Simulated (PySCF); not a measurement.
C7H5P.
Bonds: C1–C2 (triple), C2–C3, C3–C4 (aromatic), C4–C5 (aromatic), C5–C6 (aromatic), C6–C7 (aromatic), C7–P8 (aromatic), C3–P8 (aromatic). Hydrogens: H9 on C1; H10 on C4; H11 on C5; H12 on C6; H13 on C7.

NICS = −σ at a ghost point: NICS(0) at the centroid of the ring atoms, NICS(1) 1 Å to either side along the normal of their mean plane, zz for the tensor component along that normal. Level: GIAO PBE0/pcSseg-1 (PySCF, non-relativistic, gas phase) on the GFN2-xTB geometry, one conformer.

Ring bond lengths (Å), with Mayer bond orders in brackets: C3–C4 1.391 (1.39), C4–C5 1.382 (1.47), C5–C6 1.388 (1.42), C6–C7 1.378 (1.46), C7–P8 1.734 (1.30), P8–C3 1.754 (1.26).

**Question.** What do the NICS probes read (ppm)?

**Answer.** 
| ring | type | NICS(0) | NICS(1), two faces | NICS(1)zz, two faces | rms pucker (Å) | centre to ring atoms, mean (Å) |
| --- | --- | --- | --- | --- | --- | --- |
| C3–C4–C5–C6–C7–P8 | 6-membered ring with P; formal bonds all aromatic | -7.2 | -10.2 / -10.2 | -25.1 / -25.1 | 0.00 | 1.50 |

**Question.** What can be read from them?

**Answer.** 
- C3–C4–C5–C6–C7–P8: mean NICS(1)zz -25.1 ppm, shielded.

**Question.** And the bond-length index? HOMA = 1 − mean of α(R − Ropt)² over the ring bonds, with Krygowski's 1993 parameters (CC: Ropt 1.388 Å, α 257.7 Å⁻²; CP: Ropt 1.698 Å, α 118.91 Å⁻²).

**Answer.** 
- C3–C4–C5–C6–C7–P8: HOMA 0.91; the largest term is that of P8–C3, α(R − Ropt)² = 0.37.

**Question.** What is the mean of the two in-plane components of NICS at the first NICS(1) probe listed for ring C3–C4–C5–C6–C7–P8, 1 Å off the ring?

**Answer.** The isotropic value is a third of the trace: (3 × -10.2 − (-25.1))/2 = -2.7 ppm.

**Question.** Give the inner angles of the rings and the Hirshfeld charges of the ring atoms.

**Answer.** 
- C3–C4–C5–C6–C7–P8: C3 124.6° (-0.049 e), C4 123.7° (-0.032 e), C5 122.7° (-0.038 e), C6 123.2° (-0.038 e), C7 126.0° (-0.104 e), P8 99.7° (+0.110 e); sum 720.0° against 720° for a flat convex ring.

Time: 21 s wall; peak memory 0.75 GiB. Hardware: one thread of an Arm Neoverse V1, on a shared host. This is the whole shielding run at PBE0/pcSseg-1, SCF included.
